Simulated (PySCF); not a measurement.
**Zinc: a sound run and one with changed settings**

Sound run: Zn [Ar] 3d10 4s2, Zn⁺ [Ar] 3d10 4s1. Calculation: PySCF 2.14, in Sapporo-DKH3-DZP-2012 (6s4p3d1f, 40 functions); the spin-free X2C one-electron Hamiltonian (Gaussian nucleus). In the sound run the correlated levels freeze [Ar]. The sound run starts from symmetry-adapted Hartree-Fock orbitals and uses a fine grid where one is needed.

A second run was set up differently.

```tsv
species	method	sound run (hartree)	changed run (hartree)	converged
Zn	UHF	-1794.22554	-1794.22554	yes
Zn	M06-L	-1795.79902	-1795.79902	yes
Zn	TPSS	-1795.88377	-1795.88377	yes
Zn	MP2	-1794.67431	-1794.65996	yes
Zn	CCSD(T)	-1794.64770	-1794.64770	yes
Zn⁺	UHF	-1793.93776	-1793.93776	yes
Zn⁺	M06-L	-1795.45833	-1795.45833	yes
Zn⁺	TPSS	-1795.54461	-1795.54461	yes
Zn⁺	MP2	-1794.34786	-1794.33750	yes
Zn⁺	CCSD(T)	-1794.31359	-1794.31359	yes
```

Ionisation energy of Zn:

```json
{"method": "UHF", "sound run (eV)": "7.831", "changed run (eV)": "7.831"}
{"method": "M06-L", "sound run (eV)": "9.271", "changed run (eV)": "9.271"}
{"method": "TPSS", "sound run (eV)": "9.229", "changed run (eV)": "9.229"}
{"method": "MP2", "sound run (eV)": "8.883", "changed run (eV)": "8.775"}
{"method": "SCS-MP2", "sound run (eV)": "8.908", "changed run (eV)": "8.785"}
{"method": "CCSD", "sound run (eV)": "9.016", "changed run (eV)": "9.016"}
{"method": "CCSD(T)", "sound run (eV)": "9.092", "changed run (eV)": "9.092"}
```

Q: What was changed?
A. minimal basis
B. all electrons correlated in a valence basis
C. basis contracted for another Hamiltonian
D. level shift left on

A: D. It used initial guess 1e, at most 50 SCF cycles, level shift 0.1 hartree. A level shift leaves the converged SCF energy unchanged but raises the virtual orbital energies, which shrinks MP2 if it is not removed.
